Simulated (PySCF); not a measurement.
# How the method changes the constants of KSb

State: ³Σ⁻ (triplet), unpaired electrons π ↑↑. Set-up: PySCF, scalar-relativistic core potentials, basis sets K def2-SVPD, Sb def2-SVPD with ECP28. De refers to K + Sb in their high-spin ground configurations, without counterpoise correction. The functionals are run spin-unrestricted. A positive dipole means K(−)Sb(+).

```
      Level  Re (Å)  ωe (cm⁻¹)  De (eV)   μ (D)  CPU s a point (SCF and correlation, without the integrals)
        UHF   3.424        138    0.273  -10.81                                                         0.2
    UHF-MP2   3.402        141     0.78     n/a                                                        0.38
UHF-SCS-MP2   3.413        142     0.78     n/a                                                         n/a
        PBE   3.349        138     1.23   -7.97                                                        0.72
       PW91   3.341        140     1.28   -8.09                                                        0.51
     r²SCAN   3.356        142     1.21   -9.33                                                         1.1
       PBE0   3.330        145     1.16   -9.08                                                         1.1
        M06   3.330        148      n/a   -9.75                                                         6.1
  BHandHLYP   3.334        149     1.13   -9.59                                                        0.66
```

Question: What does a quarter of exact exchange do here, going from PBE to PBE0?

Answer: PBE0 less PBE: -1.9 pm in Re, +5.1 % in ωe, -0.07 eV in De. Exact exchange removes part of the self-interaction that spreads semilocal densities, and in most molecules shortens and stiffens the bond and lowers De; so it does here.

Question: What does the step from GGA to meta-GGA do here, going from PBE to r²SCAN?

Answer: r²SCAN less PBE: +0.7 pm in Re, +2.9 % in ωe, -0.02 eV in De. 

Correlated steps freeze 9 core orbitals. Correlated levels converge slowly with the basis: in double zeta they bind strong bonds too weakly, by up to about 1 eV, and carry superposition errors of some tenths. Spin–orbit coupling is left out, which matters for elements this heavy, above all for dissociation energies. The state is the lowest determinant that a PBE0 search found; another state may lie lower at other levels.

The whole job (state search and all levels along the bond) took about 3.3 min on 1 thread of Arm Neoverse V2 (shared host), peak memory 0.76 GiB.
